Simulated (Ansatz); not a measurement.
A short molecular-dynamics run on `C=CCCCCCCCCC[Si](Cl)(Cl)Cl`.

```yaml
crystal:
  periodic: [false, false, false]
  atoms:
    - {symbol: C, position_ang: [-5.509744, -1.535547, 1.516682]}
    - {symbol: C, position_ang: [-4.737228, -0.657746, 0.852703]}
    - {symbol: C, position_ang: [-4.351698, 0.706629, 1.353725]}
    - {symbol: C, position_ang: [-2.847887, 0.869825, 1.655311]}
    - {symbol: C, position_ang: [-1.929135, 0.727891, 0.438367]}
    - {symbol: C, position_ang: [-0.449649, 0.958274, 0.756687]}
    - {symbol: C, position_ang: [0.470663, 0.822249, -0.459141]}
    - {symbol: C, position_ang: [1.951794, 1.042816, -0.138816]}
    - {symbol: C, position_ang: [2.883956, 1.008651, -1.358002]}
    - {symbol: C, position_ang: [2.859049, -0.291270, -2.177052]}
    - {symbol: C, position_ang: [3.188363, -1.575711, -1.395949]}
    - {symbol: Si, position_ang: [4.906606, -1.695820, -0.658427]}
    - {symbol: Cl, position_ang: [6.320457, -1.024087, -2.018327]}
    - {symbol: Cl, position_ang: [5.123978, -0.595675, 1.087843]}
    - {symbol: Cl, position_ang: [5.320449, -3.673186, -0.198654]}
    - {symbol: H, position_ang: [-5.937208, -1.291019, 2.504346]}
    - {symbol: H, position_ang: [-5.749078, -2.526948, 1.101047]}
    - {symbol: H, position_ang: [-4.336713, -0.952055, -0.135268]}
    - {symbol: H, position_ang: [-4.935461, 0.937791, 2.269917]}
    - {symbol: H, position_ang: [-4.641626, 1.469658, 0.594548]}
    - {symbol: H, position_ang: [-2.686830, 1.870697, 2.113675]}
    - {symbol: H, position_ang: [-2.553139, 0.127461, 2.429946]}
    - {symbol: H, position_ang: [-2.047946, -0.283772, -0.009569]}
    - {symbol: H, position_ang: [-2.251139, 1.444420, -0.351993]}
    - {symbol: H, position_ang: [-0.320022, 1.969217, 1.205944]}
    - {symbol: H, position_ang: [-0.126236, 0.240885, 1.544850]}
    - {symbol: H, position_ang: [0.322211, -0.185782, -0.908020]}
    - {symbol: H, position_ang: [0.151617, 1.544165, -1.245737]}
    - {symbol: H, position_ang: [2.285978, 0.294328, 0.613563]}
    - {symbol: H, position_ang: [2.070043, 2.026773, 0.365880]}
    - {symbol: H, position_ang: [3.923860, 1.213426, -1.021695]}
    - {symbol: H, position_ang: [2.620679, 1.846826, -2.040037]}
    - {symbol: H, position_ang: [1.858668, -0.421133, -2.643243]}
    - {symbol: H, position_ang: [3.572698, -0.195154, -3.022319]}
    - {symbol: H, position_ang: [2.472152, -1.752623, -0.563696]}
    - {symbol: H, position_ang: [3.107519, -2.464448, -2.059070]}
basis:
  gaussian: {orbitals: def2-SVP}
hamiltonian: {xc: {name: revPBE}}
md: {timestep: 1 fs, n_steps: 25, ensemble: nve, temperature: 500, initial_velocities: maxwell_boltzmann, seed: 136}
scf: {omitted_lower_state_checks: [starts]}
```

```sh
$ ansatz run in.yaml --threads 2 --pin off --events-out ev --progress --plain --max-ram 32768MiB --backend cuda --devices 0, --max-vram 18GiB
```

```tsv
step	time (fs)	potential energy (eV)	kinetic (eV)	T (K)	conserved (eV)
0	0.0	-57164.8449	2.1974	500	-57162.6474
1	1.0	-57164.5558	1.9284	439	-57162.6274
2	2.0	-57164.0006	1.4118	321	-57162.5888
3	3.0	-57163.7350	1.1513	262	-57162.5836
4	4.0	-57163.8471	1.2377	282	-57162.6094
5	5.0	-57163.9696	1.3458	306	-57162.6238
6	6.0	-57163.8566	1.2350	281	-57162.6216
7	7.0	-57163.5338	0.9258	211	-57162.6081
8	8.0	-57163.2365	0.6517	148	-57162.5849
9	9.0	-57163.3174	0.7365	168	-57162.5809
10	10.0	-57163.8115	1.1951	272	-57162.6164
11	11.0	-57164.2126	1.5700	357	-57162.6426
12	12.0	-57164.1334	1.5059	343	-57162.6275
13	13.0	-57163.7918	1.1992	273	-57162.5926
14	14.0	-57163.6878	1.1010	251	-57162.5868
15	15.0	-57163.9140	1.3034	297	-57162.6106
16	16.0	-57164.1326	1.5085	343	-57162.6241
17	17.0	-57164.1132	1.4913	339	-57162.6218
18	18.0	-57163.8738	1.2612	287	-57162.6127
19	19.0	-57163.5761	0.9800	223	-57162.5961
20	20.0	-57163.4876	0.9026	205	-57162.5850
21	21.0	-57163.7505	1.1426	260	-57162.6079
22	22.0	-57164.0377	1.4021	319	-57162.6356
23	23.0	-57163.9576	1.3305	303	-57162.6271
24	24.0	-57163.6261	1.0291	234	-57162.5970
25	25.0	-57163.4771	0.8907	203	-57162.5863
```

Velocities are drawn at the set temperature; a run this short doesn't reach equilibrium.

Frames (Å, forces in eV/Å):

```xyz
36
time=0.0 fs
C    -5.510   -1.536    1.517   -0.117   -0.135    0.082
C    -4.737   -0.658    0.853    0.005   -0.062   -0.150
C    -4.352    0.707    1.354   -0.121    0.151    0.033
C    -2.848    0.870    1.655    0.043    0.042    0.171
C    -1.929    0.728    0.438   -0.051   -0.034   -0.158
C    -0.450    0.958    0.757    0.061    0.045    0.160
C     0.471    0.822   -0.459   -0.081   -0.026   -0.156
C     1.952    1.043   -0.139    0.057    0.057    0.172
C     2.884    1.009   -1.358    0.102    0.168   -0.060
C     2.859   -0.291   -2.177   -0.043   -0.007   -0.207
C     3.188   -1.576   -1.396   -0.071   -0.156    0.023
Si    4.907   -1.696   -0.658    0.025   -0.035    0.007
Cl    6.320   -1.024   -2.018    0.180    0.038   -0.112
Cl    5.124   -0.596    1.088    0.085    0.057    0.193
Cl    5.320   -3.673   -0.199    0.053   -0.195    0.050
H    -5.937   -1.291    2.504   -0.017   -0.018    0.013
H    -5.749   -2.527    1.101   -0.012   -0.025    0.000
H    -4.337   -0.952   -0.135   -0.018   -0.008   -0.005
H    -4.935    0.938    2.270   -0.003    0.016    0.005
H    -4.642    1.470    0.595   -0.021    0.013    0.000
H    -2.687    1.871    2.114   -0.007    0.012    0.015
H    -2.553    0.127    2.430    0.003    0.004    0.020
H    -2.048   -0.284   -0.010    0.008    0.005   -0.002
H    -2.251    1.444   -0.352   -0.004    0.006   -0.006
H    -0.320    1.969    1.206    0.000    0.008    0.007
H    -0.126    0.241    1.545    0.003   -0.003    0.013
H     0.322   -0.186   -0.908   -0.012    0.011    0.008
H     0.152    1.544   -1.246   -0.005    0.010   -0.004
H     2.286    0.294    0.614   -0.023    0.037    0.002
H     2.070    2.027    0.366    0.013    0.016    0.004
H     3.924    1.213   -1.022   -0.018    0.034   -0.019
H     2.621    1.847   -2.040    0.010    0.017   -0.013
H     1.859   -0.421   -2.643    0.004   -0.004   -0.028
H     3.573   -0.195   -3.022   -0.013    0.004   -0.019
H     2.472   -1.753   -0.564    0.002   -0.032   -0.021
H     3.108   -2.464   -2.059   -0.017   -0.012   -0.017
36
time=5.0 fs
C    -5.501   -1.554    1.506   -0.060    0.541    1.174
C    -4.712   -0.639    0.893   -0.775   -1.764   -1.395
C    -4.366    0.717    1.334    0.102    1.561    1.210
C    -2.850    0.885    1.632   -0.269    0.412    0.516
C    -1.960    0.746    0.415    0.578    0.361   -0.287
C    -0.426    0.933    0.737   -2.239    1.078    1.375
C     0.440    0.852   -0.445    0.731   -2.442   -2.313
C     1.918    0.994   -0.162    1.501    2.039    0.032
C     2.883    1.000   -1.386   -0.842   -0.057    0.801
C     2.830   -0.306   -2.167    0.735    1.484   -1.890
C     3.214   -1.538   -1.402   -0.395   -1.129   -0.202
Si    4.910   -1.680   -0.654    0.314   -0.415    0.223
Cl    6.316   -1.009   -2.005    0.340    0.059   -0.236
Cl    5.159   -0.604    1.100    0.036    0.064    0.236
Cl    5.309   -3.698   -0.200   -0.104    0.367   -0.096
H    -5.935   -1.272    2.496   -0.082   -0.205   -0.294
H    -5.699   -2.601    1.188    0.221    0.437   -0.228
H    -4.295   -1.018   -0.057    0.198    0.294   -0.219
H    -4.848    0.872    2.323   -0.261    0.087   -0.013
H    -4.721    1.622    0.717    0.249   -1.185    0.082
H    -2.737    1.850    2.187    0.207   -0.041   -0.279
H    -2.530    0.100    2.349   -0.148   -0.051    0.176
H    -2.201   -0.289    0.079    0.454    0.202   -0.648
H    -2.254    1.518   -0.389    0.266   -0.930    0.629
H    -0.422    1.956    1.235    0.485   -0.439   -0.414
H    -0.046    0.258    1.531   -0.297   -0.281    0.065
H     0.333   -0.241   -0.928   -0.108    1.675    0.807
H     0.093    1.500   -1.279    0.119    0.287    0.099
H     2.274    0.250    0.575   -0.135   -0.024    0.188
H     2.192    2.024    0.262   -0.754   -0.848    0.279
H     3.885    1.233   -0.966    0.114   -0.185   -0.301
H     2.596    1.870   -2.007    0.070   -0.046   -0.315
H     1.858   -0.376   -2.705   -0.261   -0.373    0.500
H     3.491   -0.170   -3.071    0.154   -0.264    0.449
H     2.489   -1.757   -0.587    0.000   -0.205   -0.101
H     3.200   -2.393   -2.128   -0.143   -0.065    0.392
36
time=10.0 fs
C    -5.491   -1.561    1.516    0.163   -0.139    0.395
C    -4.701   -0.651    0.908   -0.253   -0.749   -1.478
C    -4.374    0.747    1.340    0.198   -1.137    3.128
C    -2.857    0.906    1.618   -0.309   -0.517    0.601
C    -1.978    0.764    0.393    1.193   -1.282    1.286
C    -0.442    0.924    0.740   -1.540   -0.487    0.714
C     0.424    0.848   -0.465    0.562    2.201   -0.856
C     1.909    0.976   -0.186    0.786    0.042   -0.115
C     2.866    0.990   -1.399   -0.781    0.662    0.314
C     2.813   -0.295   -2.189    0.073    0.607   -0.776
C     3.233   -1.515   -1.408   -0.472   -2.246   -1.127
Si    4.917   -1.667   -0.647    0.321   -0.754    0.358
Cl    6.313   -0.994   -1.993    0.477    0.090   -0.344
Cl    5.195   -0.612    1.113   -0.001    0.060    0.237
Cl    5.297   -3.720   -0.201   -0.164    0.746   -0.175
H    -5.969   -1.287    2.462   -0.334    0.001    0.296
H    -5.620   -2.629    1.204    0.145    0.675   -0.116
H    -4.216   -1.021   -0.025   -0.054    0.253    0.084
H    -4.831    0.836    2.384    0.044    0.130   -0.773
H    -4.778    1.592    0.811   -0.424    0.610   -1.178
H    -2.739    1.834    2.207    0.350    0.326   -0.147
H    -2.540    0.070    2.307   -0.286    0.450   -0.099
H    -2.251   -0.255    0.027    0.570    0.195   -0.416
H    -2.226    1.475   -0.373   -0.314    0.873   -0.961
H    -0.420    1.904    1.207    0.448    0.884    0.405
H    -0.035    0.213    1.532   -0.706    0.282   -0.533
H     0.303   -0.105   -0.854   -0.554   -2.696   -1.301
H     0.053    1.539   -1.312    0.520   -0.378    0.920
H     2.232    0.207    0.566   -0.149    0.188   -0.273
H     2.174    1.920    0.252   -0.239    1.170    1.085
H     3.871    1.214   -0.977    0.108   -0.155   -0.333
H     2.588    1.881   -2.038    0.191   -0.502    0.171
H     1.806   -0.409   -2.662    0.071   -0.229    0.364
H     3.462   -0.195   -3.061    0.548   -0.003   -0.511
H     2.501   -1.807   -0.628   -0.088   -0.081    0.033
H     3.254   -2.408   -2.168   -0.100    0.911    1.121
36
time=15.0 fs
C    -5.478   -1.562    1.537   -0.126    0.229    0.478
C    -4.695   -0.675    0.897    0.101    1.315    0.334
C    -4.382    0.764    1.390   -0.718   -0.320   -1.537
C    -2.870    0.923    1.613   -0.316    0.425   -0.162
C    -1.976    0.768    0.387   -0.105    1.414   -1.257
C    -0.489    0.918    0.753    0.199    2.055   -1.017
C     0.418    0.855   -0.503   -0.328   -3.662    0.422
C     1.915    0.970   -0.208   -0.506    1.999    1.513
C     2.837    0.990   -1.404    0.654    0.049    0.057
C     2.801   -0.273   -2.229    0.839   -1.106   -0.187
C     3.242   -1.524   -1.425   -0.515    0.542    1.092
Si    4.925   -1.661   -0.637    0.084   -0.853    0.439
Cl    6.313   -0.979   -1.984    0.550    0.093   -0.392
Cl    5.231   -0.620    1.129   -0.041    0.043    0.194
Cl    5.285   -3.737   -0.204   -0.145    0.913   -0.209
H    -6.058   -1.310    2.466    0.366   -0.145   -0.546
H    -5.514   -2.590    1.169   -0.282   -0.349   -0.046
H    -4.136   -0.977    0.003   -0.049   -0.249   -0.248
H    -4.847    0.837    2.359   -0.664    0.362    0.954
H    -4.870    1.590    0.718    0.841   -1.111    0.702
H    -2.668    1.870    2.180    0.040   -0.203   -0.334
H    -2.599    0.099    2.279    0.243   -0.322    0.619
H    -2.177   -0.195   -0.125    0.200   -0.216    0.185
H    -2.240    1.537   -0.470    0.323   -0.824    1.398
H    -0.326    1.961    1.230   -0.224   -1.115   -0.275
H    -0.153    0.178    1.471    0.106   -0.603    0.672
H     0.192   -0.274   -0.953    0.496    2.436    0.565
H     0.088    1.570   -1.231   -0.364    0.817   -0.971
H     2.167    0.186    0.519    0.329   -0.328    0.130
H     2.078    1.955    0.416   -0.182   -1.219   -0.906
H     3.880    1.162   -1.060    0.001    0.089    0.003
H     2.608    1.826   -2.065   -0.259    0.693   -0.305
H     1.761   -0.494   -2.546    0.153    0.147   -0.463
H     3.513   -0.222   -3.114   -0.801    0.190    0.437
H     2.498   -1.868   -0.664    0.075    0.305   -0.021
H     3.289   -2.360   -2.076    0.026   -1.492   -1.315
36
time=20.0 fs
C    -5.463   -1.561    1.561    0.627   -1.490   -1.905
C    -4.688   -0.678    0.891    0.210    1.102    1.247
C    -4.402    0.769    1.427   -0.489   -1.989    1.106
C    -2.888    0.940    1.608    0.417   -1.403    0.462
C    -1.974    0.789    0.366   -0.326   -1.399    0.937
C    -0.531    0.936    0.751    1.830   -2.251   -0.880
C     0.405    0.815   -0.536   -0.159    4.796    1.609
C     1.913    0.991   -0.205   -1.339   -2.568   -0.068
C     2.818    0.996   -1.412    0.754    1.158   -1.339
C     2.800   -0.271   -2.268   -0.776   -1.530    2.011
C     3.244   -1.534   -1.432    0.305   -1.950   -1.766
Si    4.935   -1.662   -0.624   -0.090   -0.900    0.177
Cl    6.318   -0.962   -1.977    0.481    0.046   -0.319
Cl    5.266   -0.627    1.145   -0.098   -0.003    0.120
Cl    5.271   -3.747   -0.208   -0.081    0.943   -0.165
H    -6.108   -1.350    2.408   -0.098    0.240    0.522
H    -5.475   -2.616    1.131   -0.334    0.852    0.586
H    -4.083   -0.976   -0.001   -0.436   -0.042    0.364
H    -4.956    0.908    2.441    0.681   -0.074   -1.343
H    -4.827    1.427    0.703   -0.504    1.391   -0.923
H    -2.585    1.886    2.092   -0.308    0.252    0.141
H    -2.618    0.108    2.346    0.096    0.755   -0.449
H    -2.060   -0.170   -0.230   -0.260    0.252    0.746
H    -2.215    1.511   -0.361   -0.621    1.768   -1.391
H    -0.265    1.861    1.231   -0.075    1.100    0.727
H    -0.276    0.079    1.493   -0.058    1.008   -0.765
H     0.161   -0.063   -0.992   -0.595   -3.205   -1.817
H     0.085    1.690   -1.272    0.436   -1.363    1.025
H     2.163    0.123    0.474    0.143    0.401   -0.316
H     1.955    1.823    0.450    0.620    1.725    0.724
H     3.890    1.131   -1.144   -0.091    0.322    0.286
H     2.587    1.867   -2.117    0.043   -0.496    0.689
H     1.755   -0.546   -2.528    0.137    0.318   -0.609
H     3.443   -0.206   -3.132    0.359    0.245   -0.852
H     2.497   -1.873   -0.695   -0.231    0.130    0.196
H     3.319   -2.504   -2.161   -0.169    1.857    1.233
36
time=25.0 fs
C    -5.440   -1.575    1.558   -0.558    0.946    0.203
C    -4.679   -0.660    0.911   -0.645    0.028    1.891
C    -4.432    0.746    1.464    0.893    0.240   -4.175
C    -2.900    0.939    1.609    0.244    0.708   -0.401
C    -1.982    0.804    0.351   -1.404    2.494   -0.435
C    -0.539    0.930    0.732    1.344    1.272   -1.038
C     0.384    0.820   -0.549   -0.047   -2.662    1.133
C     1.887    0.982   -0.195   -0.304    0.390    0.075
C     2.814    1.018   -1.440    0.214   -0.788    0.439
C     2.792   -0.297   -2.278    0.523   -0.087   -0.164
C     3.248   -1.570   -1.462   -0.536    2.916    2.074
Si    4.944   -1.670   -0.610   -0.144   -0.547   -0.064
Cl    6.325   -0.946   -1.972    0.332   -0.073   -0.150
Cl    5.300   -0.634    1.162   -0.193   -0.089   -0.015
Cl    5.256   -3.752   -0.213   -0.029    0.841   -0.136
H    -6.137   -1.349    2.417    0.757    0.020   -0.424
H    -5.514   -2.573    1.170   -0.139   -1.055   -0.380
H    -4.104   -0.991    0.042    0.164    0.079   -0.301
H    -4.982    0.980    2.341   -0.787    0.147    1.446
H    -4.817    1.445    0.612    0.436   -0.430    1.133
H    -2.581    1.934    2.020   -0.657   -0.155    0.058
H    -2.596    0.227    2.368    0.496   -0.692    0.597
H    -2.005   -0.133   -0.205   -0.724   -0.590   -0.300
H    -2.268    1.688   -0.385    0.295   -1.495    0.891
H    -0.252    1.878    1.324   -0.494   -0.771   -0.712
H    -0.385    0.120    1.413    0.799   -1.147    0.928
H     0.102   -0.158   -1.224    0.746    1.780    1.655
H     0.138    1.621   -1.177   -0.736    1.870   -1.510
H     2.201    0.115    0.392    0.129   -0.259    0.637
H     1.953    1.901    0.518    0.292   -1.016   -1.132
H     3.880    1.170   -1.165   -0.074    0.197    0.267
H     2.558    1.859   -2.068   -0.301    0.762   -0.688
H     1.770   -0.532   -2.641   -0.093    0.102    0.011
H     3.390   -0.147   -3.244   -0.233   -0.264    1.056
H     2.466   -1.840   -0.698    0.336    0.097   -0.272
H     3.320   -2.381   -2.085    0.097   -2.768   -2.197
```

It took 77 s on 2 threads of AMD EPYC 7R13 on a shared host and a share (18 GiB) of an NVIDIA H100 80GB HBM3, peak host memory 1 GiB.
